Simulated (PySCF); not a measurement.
C3H5FOSi.

```xyz
11

C      2.5409     0.6620    -0.8561
C      1.3404     0.5465    -0.6178
Si    -0.4543     0.3843    -0.2434
O     -1.0041     1.6868     0.6669
C     -0.7599    -1.1376     0.8514
F     -0.4513    -2.2882     0.1255
H      3.5984     0.7574    -1.0677
H     -1.1812     0.2407    -1.5493
H     -0.7347     2.5652     0.3471
H     -1.8246    -1.1756     1.1786
H     -0.1313    -1.0946     1.7696
```

Geometry: PBE-D3(BJ)/def2-SVP. The structure was generated by enumeration; whether it is a known compound was not checked. Other conformers were not sampled.

The numbers are results of KT2/pcSseg-1 run with PySCF, not measurements. Non-relativistic, no solvent.

Computed absolute GIAO shielding of each atom: isotropic value and principal components (ppm):
```csv
atom,σ(iso),σ11,σ22,σ33,span
C1,88.1,9.0,15.5,239.9,230.9
C2,102.5,9.0,12.8,285.7,276.7
Si3,395.4,360.8,384.6,440.8,80.0
O4,293.9,273.6,287.6,320.4,46.9
C5,104.9,61.6,77.0,176.0,114.4
F6,460.5,428.4,455.6,497.5,69.1
H7,28.3,23.4,23.7,37.6,14.2
H8,25.8,23.0,23.9,30.6,7.5
H9,30.1,22.3,25.9,42.1,19.8
H10,26.3,22.7,26.2,29.9,7.3
H11,26.3,23.0,26.0,29.7,6.8
```
